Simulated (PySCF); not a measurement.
**Deuteron quadrupole couplings in `CC#C[SiH2]CC[SiH3]`**

Species: C5H12Si2.
Cartesian coordinates in Å at the GFN2-xTB level; atoms count from 1:
```
atom  x, y, z in Å
C1     3.7385    1.0189   -0.3942
C2     2.6447    0.0738   -0.4351
C3     1.7371   -0.7187   -0.4734
Si4    0.3164   -1.8955   -0.5055
C5    -1.2840   -0.8646   -0.5849
C6    -1.4038    0.1219    0.5777
Si7   -2.9948    1.1581    0.5041
H8     4.4193    0.8360   -1.2256
H9     3.3566    2.0375   -0.4678
H10    4.2866    0.9140    0.5423
H11    0.3333   -2.6903    0.7308
H12    0.4256   -2.7628   -1.6864
H13   -2.1504   -1.5297   -0.5851
H14   -1.3218   -0.3129   -1.5267
H15   -0.5313    0.7798    0.5734
H16   -1.3641   -0.4274    1.5214
H17   -4.1609    0.2704    0.5410
H18   -3.0412    2.0750    1.6454
H19   -3.0155    1.9258   -0.7435
```

Level: PBE0/pcSseg-1 (PySCF, non-relativistic); Q(2H) = 0.00286 b; rigid geometry, the same for H and D, with no vibrational averaging.

Problem. Give the electric field gradient Vzz (the principal value of largest size), its asymmetry and the 2H coupling at each hydrogen.

Solution. 
| atom | bonded to | bond length (Å) | Vzz (au) | η | χzz (kHz) |
| --- | --- | --- | --- | --- | --- |
| H8 | C1 | 1.090 | 0.3076 | 0.02 | 207 |
| H9 | C1 | 1.090 | 0.3075 | 0.02 | 207 |
| H10 | C1 | 1.090 | 0.3074 | 0.02 | 207 |
| H11 | Si4 | 1.470 | 0.1578 | 0.00 | 106 |
| H12 | Si4 | 1.469 | 0.1579 | 0.01 | 106 |
| H13 | C5 | 1.092 | 0.3094 | 0.03 | 208 |
| H14 | C5 | 1.092 | 0.3091 | 0.03 | 208 |
| H15 | C6 | 1.093 | 0.3057 | 0.03 | 205 |
| H16 | C6 | 1.093 | 0.3086 | 0.03 | 207 |
| H17 | Si7 | 1.466 | 0.1617 | 0.01 | 109 |
| H18 | Si7 | 1.465 | 0.1627 | 0.00 | 109 |
| H19 | Si7 | 1.465 | 0.1625 | 0.01 | 109 |

Problem. Average by the element that carries the hydrogen.

Solution. on C: 207 kHz over 7 positions, mean bond length 1.091 Å; on Si: 108 kHz over 5 positions, mean bond length 1.467 Å.

Problem. Give the 2H NMR doublet splittings at H17 for a magnetic field along the z, y and x axes of the gradient: 3χ/2, 3χ(1 + η)/4, 3χ(1 − η)/4.

Solution. With |χ| = 108.7 kHz and η = 0.012: 163, 82 and 81 kHz, to first order and without motion.

One conformer (not necessarily the lowest) at the GFN2-xTB geometry, without solvent, vibrations or thermal averaging. GFN2-xTB bond lengths can be off by several hundredths of an ångström, more for odd bonds, and the gradients follow them. The small basis limits the accuracy of the gradients.
